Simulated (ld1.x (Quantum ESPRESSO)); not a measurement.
# Ti (Z = 22), ultrasoft: configuration errors across variants

```json
{
 "Element": "titanium (Ti)",
 "Generator": "ld1.x (Quantum ESPRESSO) 7.5",
 "Type": "ultrasoft",
 "Functional": "PBEsol",
 "Relativity": "scalar-relativistic",
 "Frozen core": "[Ar]",
 "Valence charge": "4",
 "Reference configuration": "3d2 4s0 4p0 (charge +2)",
 "Partial waves": "4s (bound, empty): rcut 2.35, rcutus 2.75 bohr; 4s channel at 3.05 Ry: rcut 2.35, rcutus 2.75 bohr; 4p (bound, empty): rcut 2.70, rcutus 2.95 bohr; 4p channel at 0.3 Ry: rcut 2.70, rcutus 2.95 bohr; 3d (bound): rcut 2.10, rcutus 2.40 bohr; 3d channel at 0.4 Ry: rcut 2.10, rcutus 2.40 bohr",
 "Local potential": "all-electron potential smoothed inside 2.65 bohr (lloc = -1)",
 "Core correction": "a·sin(br)/r model core, default radius (core density twice the valence density)",
 "Augmentation charge": "PSQ, radius 2.35 bohr"
}
```

All-electron excitation energies from the reference (eV): (1) 3d2 4s2 4p0 -20.830; (2) 3d2 4s1 4p0 -13.471; (3) 3d1 4s0 4p0 26.896; (4) 3d1 4s2 4p1 -16.133; (5) 3d1 4s2 4p0 -11.067; (6) 3d2 4s0 4p1 -9.692; (7) 3d2 4s1 4p1 -17.737.

The default core radius of the base comes out at 1.84 bohr.

2 further variants failed, have other tests or another functional or relativity, and are left out.

Errors AE − PS in meV (a dash: test not solved or not reliable):

```tsv
change	(1)	(2)	(3)	(4)	(5)	(6)	(7)	bound ghosts
base	-9.0	-6.5	-601	-242	-278	-1.0	-4.5	none
waves 4s (bound): rcut 2.35, rcutus 3.92 bohr; 4s channel at 3.05 Ry: rcut 2.35, rcutus 3.92 bohr	-8.3	-4.7	-601	-31	+44	-1.0	+2.9	none
local potential all-electron potential smoothed inside 2.30 bohr (lloc = -1)	-9.7	-6.7	-601	-243	-277	-1.1	-5.0	none
type TM; waves now 4p (bound): rc 2.95 bohr; 3d (bound): rc 2.40 bohr; 4s (bound): rc 2.75 bohr; local potential the s channel	-17	-10	-166	-131	-83	-1.3	-6.7	none
core correction a·sin(br)/r model core inside 1.70 bohr	-12	-7.5	-649	-283	-319	-1.3	-6.0	none
```

Problem. Give the same row for: wave 4s channel at 3.05 Ry: rcut 2.35, rcutus 2.75 bohr becomes 4s channel at 0.51 Ry: rcut 2.35, rcutus 2.75 bohr.

Solution. -12, -7.0, -601, -251, -282, -1.0, -5.5; bound ghosts: none.
